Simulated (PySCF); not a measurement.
**Ionisation energy of Tl⁷⁰⁺ by level of theory**

Tl⁷⁰⁺ [Ne] 3s1 (2S) → Tl⁷¹⁺ [Ne] (1S), as a difference of total energies. All numbers are calculated (PySCF 2.14, the spin-free X2C one-electron Hamiltonian (Gaussian nucleus), in an uncontracted even-tempered set (17 s from 22 bohr⁻², ratio 2.5; 12 p from 29 bohr⁻², ratio 2.5; 4 d from 100 bohr⁻², ratio 2.7; 4 f from 150 bohr⁻², ratio 2.7)). Correlated levels: outer shells: 1s2 frozen; virtual orbitals above 40 to 60 times the deepest correlated orbital energy dropped. The calculations carry no spin-orbit coupling.

```csv
method,ionisation energy (eV)
UHF,8887.5
LDA,8891.4
PBE,8897.9
PBE0,8895.5
r2SCAN,8886.3
PW91,8898.8
TPSS,8894.0
MP2 (outer shells),8888.4
SCS-MP2 (outer shells),8888.2
```

Breit and QED terms and the two-electron picture change are absent.

For comparison: 8880 ± 60 eV (theoretical estimate listed by NIST; NIST Atomic Spectra Database, ionization energies).
